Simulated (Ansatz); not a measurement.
`C[CH2][Al]([Cl])[Br]` + HCl → `[Cl][Al]([Cl])[Br]` + `CC` at 700 K and 1 bar (ligand exchange at the Al–C bond).

Computed with Ansatz on PBE0-D4/def2-TZVP structures; ΔE is electronic, products minus reactants. CBS: MP2 limit from def2 TZ/QZ plus the TZ coupled-cluster correction, frozen cores. This one scheme is used for every species. For Br outer-core shells are correlated without core-valence functions, which leaves a few kJ/mol of doubt a bond. Scalar relativity is left out up to krypton. Each species was taken in one conformer, which may not be the lowest.

```tsv
species	CCSD(T)/CBS energy (Eh)	H − E (kJ/mol)	S (J/(mol·K))
`C[CH2][Al]([Cl])[Br]`	-3354.38028	255.5	501.8
HCl	-460.38127	38.4	211.8
`[Cl][Al]([Cl])[Br]`	-3735.10209	60.0	400.6
`CC`	-79.71954	238.1	289.3
```

H − E and S are ideal-gas, rigid-rotor, harmonic terms from PBE0-D4/def2-TZVP, for one conformer and one mirror image of each species. 1 Eh = 2625.50 kJ/mol, R = 8.31446 J/(mol·K).

Q: By hand: ΔE, ΔH, ΔS and ΔG.

A: ΔE = (-3735.10209) + (-79.71954) − (-3354.38028) − (-460.38127) = -0.06008 Eh = -157.7 kJ/mol. Δ(H − E) = 60.0 + 238.1 − 255.5 − 38.4 = 4.2, so ΔH = -153.5 kJ/mol. ΔS = 400.6 + 289.3 − 501.8 − 211.8 = -23.7 J/(mol·K). ΔG = -153.5 − 700 × (-23.7)/1000 = -136.9 kJ/mol.

Q: By hand: the equilibrium constant, and the temperature at which ΔG would vanish if ΔH and ΔS stayed fixed.

A: log₁₀ K = −ΔG/(RT ln 10) = 10.2. ΔG = 0 at ΔH/ΔS = 6477 K, far beyond where these terms or the molecules hold.

ΔH outweighs TΔS. A doubt of 5 kJ/mol in ΔE shifts log₁₀ K by 0.4 here. Other conformers and mirror images would add mixing entropy, several J/(mol·K) or more a flexible species. Modes under 60 cm⁻¹, often nearly free rotors, make the harmonic entropy too high. These are equilibria of isolated gas molecules and say nothing of rates. Largest T1 diagnostic: 0.008 (customary marks: 0.02 for closed shells, 0.045 for open ones).
